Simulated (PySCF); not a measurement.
Bonds: Si1-N2 1.726 Å, Si1-N5 1.725 Å, Si1-C8 1.858 Å, Si1-C12 1.858 Å, N2-C3 1.196 Å, C3-O4 1.168 Å, N5-C6 1.196 Å, C6-O7 1.168 Å. C8 carries H9, H10, H11; C12 carries H13, H14, H15.

Geometry: PBE0-D3(BJ)/def2-SVP; GIAO shifts from PySCF 2.14, gas phase, non-relativistic, averaged over equivalent atoms.

At PBE0/pcSseg-1 (190 basis functions, 28 s wall time on 1 thread of an Intel Xeon 6975P-C, shared host):
```tsv
atoms	δ (ppm)
Si1	-30.9
N2/N5	51.5
C3/C6	125.4
C8/C12	2.5
O4/O7	140.8
H9/H10/H11/H13/H14/H15	0.35
```

Shifts are taken against calculated references (same method and geometry level): ²⁹Si (351.99 ppm), ¹³C (184.41 ppm), ¹H (31.27 ppm) vs TMS; NH3 for ¹⁵N (265.67 ppm); ¹⁷O (334.56 ppm) vs H2O.

Question: Predict the values at wB97X-D/pcSseg-1 on the same geometry.

Answer: 
```
                 atoms  δ at wB97X-D/pcSseg-1  change
                   Si1                  -28.8    +2.1
                 N2/N5                   47.9    -3.6
                 C3/C6                  127.1    +1.7
                C8/C12                    2.5    +0.0
                 O4/O7                  135.2    -5.6
H9/H10/H11/H13/H14/H15                   0.34   -0.01
```

References, each an isolated molecule treated in the same way: ²⁹Si (352.93 ppm), ¹³C (184.54 ppm), ¹H (31.38 ppm) vs TMS; ¹⁵N (263.98 ppm) against NH3; H2O for ¹⁷O (333.19 ppm).

The largest change is at O4/O7 (oxygen bonded to C). Cost: 190 basis functions, 25 s wall time on 1 thread of an Intel Xeon 6975P-C, shared host.

Experimental scales use liquid or dissolved standards, which lie at an offset from isolated NH3 (liquid NH3: subtract about 20 ppm) and H2O (liquid H2O: subtract about 36 ppm).
